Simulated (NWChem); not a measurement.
System: BeHF; SMILES [F][BeH]

The following NWChem deck was run.

```
start job
memory heap 200 mb stack 900 mb global 1100 mb
geometry units angstroms noautoz
  Be     0.000000     0.000000    -0.776822
  H      0.000000     0.000000    -2.114982
  F      0.000000     0.000000     0.624228
end
basis spherical
  * library def2-tzvp
end
dft
  xc m06-2x
  iterations 150
  mulliken
end
task dft energy
```

Excerpt of the output:

```
             Northwest Computational Chemistry Package (NWChem) 7.3.0
             --------------------------------------------------------

 ORDER OF PRIMARY AXIS IS BEING SET TO 4
 C4V symmetry detected

                             Geometry "geometry" -> ""
                             -------------------------

 Output coordinates in angstroms (scale by  1.889725989 to convert to a.u.)

  No.       Tag          Charge          X              Y              Z
 ---- ---------------- ---------- -------------- -------------- --------------
    1 Be                   4.0000     0.00000000     0.00000000    -0.80509214
    2 H                    1.0000     0.00000000     0.00000000    -2.14325214
    3 F                    9.0000     0.00000000     0.00000000     0.59595786

 Effective nuclear repulsion energy (a.u.)      16.9176974145

      Symmetry information
      --------------------

 Group name             C4v
 Group number             18
 Group order               8
 No. of unique centers     3

                                 NWChem DFT Module
                                 -----------------

 Summary of "ao basis" -> "ao basis" (spherical)
 ------------------------------------------------------------------------------
       Tag                 Description            Shells   Functions and Types
 ---------------- ------------------------------  ------  ---------------------
 Be                        def2-tzvp                 9       19   5s3p1d
 H                         def2-tzvp                 4        6   3s1p
 F                         def2-tzvp                11       31   5s3p2d1f

      Symmetry analysis of basis
      --------------------------

        a1         24
        a2          0
        b1          4
        b2          4
        e          24

            General Information
            -------------------
          SCF calculation type: DFT
          Wavefunction type:  closed shell.
          No. of atoms     :     3
          No. of electrons :    14
           Alpha electrons :     7
            Beta electrons :     7
          Charge           :     0
          Spin multiplicity:     1
          Use of symmetry is: on ; symmetry adaption is: on
          Maximum number of iterations: 150
          AO basis - number of functions:    56
                     number of shells:    24
          Convergence on energy requested:  1.00D-06
          Convergence on density requested:  1.00D-05
          Convergence on gradient requested:  5.00D-04

              XC Information
              --------------
                       M06-2X Method XC Functional
                     Hartree-Fock (Exact) Exchange  0.540
                        M06-2X Exchange Functional  1.000
                      M06-2X Correlation Potential  1.000

             Grid Information
             ----------------
          Grid used for XC integration:  medium
          Radial quadrature: Mura-Knowles
          Angular quadrature: Lebedev.
          Tag              B.-S. Rad. Rad. Pts. Rad. Cut. Ang. Pts.
          ---              ---------- --------- --------- ---------
          Be                  1.05       49           8.0       434
          H                   0.35       45           8.0       434
          F                   0.50       49           8.0       434
          Grid pruning is: on
          Number of quadrature shells:   143
          Spatial weights used:  Erf1

      Superposition of Atomic Density Guess
      -------------------------------------

 Sum of atomic energies:        -114.49046744

      Non-variational initial energy
      ------------------------------

 Total energy =    -114.588192
 1-e energy   =    -191.787276
 2-e energy   =      60.281386
 HOMO         =      -0.487295
 LUMO         =       0.011710

      Symmetry analysis of molecular orbitals - initial
      -------------------------------------------------

 !! scf_movecs_sym_adapt:    8 vectors were symmetry contaminated

  Symmetry fudging

 !! scf_movecs_sym_adapt:    8 vectors were symmetry contaminated

  Numbering of irreducible representations:

     1 a1          2 a2          3 b1          4 b2          5 e

  Orbital symmetries:

     1 a1          2 a1          3 a1          4 a1          5 e
     6 e           7 a1          8 a1          9 e          10 e
    11 a1         12 a1         13 e          14 e          15 a1
    16 a1         17 b1

     ---------------------------------------------
      Total Density - Mulliken Population Analysis
     ---------------------------------------------

    Atom       Charge   Shell Charges
 -----------   ------   -------------------------------------------------------
    1 Be   4     3.38   1.02  0.96  0.49  0.32  0.07  0.46  0.01  0.01  0.03
    2 H    1     1.06   0.20  0.53  0.32  0.01
    3 F    9     9.56   0.77  1.20  0.61  1.05  0.26  2.41  2.43  0.83  0.00  0.00  0.00

   convergence    iter        energy       DeltaE   RMS-Dens  Diis-err
 ---------------- ----- ----------------- --------- --------- ---------
 d= 0,ls=0.0,diis     1   -115.1933806556 -1.32D+02  1.53D-02  5.11D-01
 d= 0,ls=0.0,diis     2   -115.1848173844  8.56D-03  6.26D-03  1.04D+00
 d= 0,ls=0.0,diis     3   -115.2609733383 -7.62D-02  8.83D-04  1.46D-03
 d= 0,ls=0.0,diis     4   -115.2612041871 -2.31D-04  1.43D-04  3.34D-05
 d= 0,ls=0.0,diis     5   -115.2612115184 -7.33D-06  2.58D-05  1.23D-06
 d= 0,ls=0.0,diis     6   -115.2612117099 -1.91D-07  4.55D-06  5.59D-08

         Total DFT energy =     -115.261211709854
      One electron energy =     -193.359361068385
           Coulomb energy =       74.879572856885
    Exchange-Corr. energy =      -13.699120912876
 Nuclear repulsion energy =       16.917697414522

 Numeric. integr. density =       14.000000720658

                  Occupations of the irreducible representations
                  ----------------------------------------------

                     irrep           alpha         beta
                     --------     --------     --------
                     a1                5.0          5.0
                     a2                0.0          0.0
                     b1                0.0          0.0
                     b2                0.0          0.0
                     e                 2.0          2.0

                       DFT Final Molecular Orbital Analysis
                       ------------------------------------

 Vector    5  Occ=2.000000D+00  E=-5.105786D-01  Symmetry=e
              MO Center= -2.8D-15, -1.8D-15,  5.3D-01, r^2= 5.8D-01
   Bfn.  Coefficient  Atom+Function         Bfn.  Coefficient  Atom+Function
  ----- ------------  ---------------      ----- ------------  ---------------
    31      0.426246  3 F  px                34      0.359622  3 F  px
    37      0.226509  3 F  px                32      0.219927  3 F  py
    35      0.185551  3 F  py                38      0.116870  3 F  py
     6     -0.106051  1 Be px                 7     -0.054718  1 Be py
    18     -0.036825  1 Be d  1

 Vector    6  Occ=2.000000D+00  E=-5.105786D-01  Symmetry=e
              MO Center=  6.5D-17, -1.4D-15,  5.3D-01, r^2= 5.8D-01
   Bfn.  Coefficient  Atom+Function         Bfn.  Coefficient  Atom+Function
  ----- ------------  ---------------      ----- ------------  ---------------
    32      0.426246  3 F  py                35      0.359622  3 F  py
    38      0.226509  3 F  py                31     -0.219927  3 F  px
    34     -0.185551  3 F  px                37     -0.116870  3 F  px
     7     -0.106051  1 Be py                 6      0.054718  1 Be px
    16      0.036825  1 Be d -1

 Vector    7  Occ=2.000000D+00  E=-4.039940D-01  Symmetry=a1
              MO Center=  7.1D-15, -2.7D-15, -1.9D+00, r^2= 1.0D+00
   Bfn.  Coefficient  Atom+Function         Bfn.  Coefficient  Atom+Function
  ----- ------------  ---------------      ----- ------------  ---------------
     8      0.325074  1 Be pz                21      0.297903  2 H  s
     3      0.214790  1 Be s                 22      0.205479  2 H  s
    20      0.185409  2 H  s                  2     -0.121975  1 Be s
    30      0.113764  3 F  s                  4      0.080358  1 Be s
     1     -0.072226  1 Be s                  5      0.043324  1 Be s

 Vector    8  Occ=0.000000D+00  E= 1.108330D-02  Symmetry=a1
              MO Center= -6.3D-13,  5.8D-14, -4.9D-01, r^2= 9.7D+00
   Bfn.  Coefficient  Atom+Function         Bfn.  Coefficient  Atom+Function
  ----- ------------  ---------------      ----- ------------  ---------------
     5      1.738883  1 Be s                  4     -0.824732  1 Be s
    22     -0.431967  2 H  s                  3      0.172259  1 Be s
    17     -0.136619  1 Be d  0              29     -0.079827  3 F  s
    20     -0.074528  2 H  s                 28     -0.060557  3 F  s
    30     -0.054807  3 F  s                 39     -0.051076  3 F  pz

 Vector    9  Occ=0.000000D+00  E= 1.939688D-02  Symmetry=e
              MO Center=  6.1D-13, -1.3D-13, -9.4D-01, r^2= 4.2D+00
   Bfn.  Coefficient  Atom+Function         Bfn.  Coefficient  Atom+Function
  ----- ------------  ---------------      ----- ------------  ---------------
    12      0.759270  1 Be px                 6     -0.375999  1 Be px
    37     -0.193069  3 F  px                13     -0.157702  1 Be py
    31     -0.134281  3 F  px                34     -0.093621  3 F  px
     7      0.078095  1 Be py                18      0.045037  1 Be d  1
    38      0.040101  3 F  py                32      0.027890  3 F  py

[...]
```

Level: M06-2X/def2-TZVP. Geometry: optimised at PBE-D3(BJ)/def2-SVP.
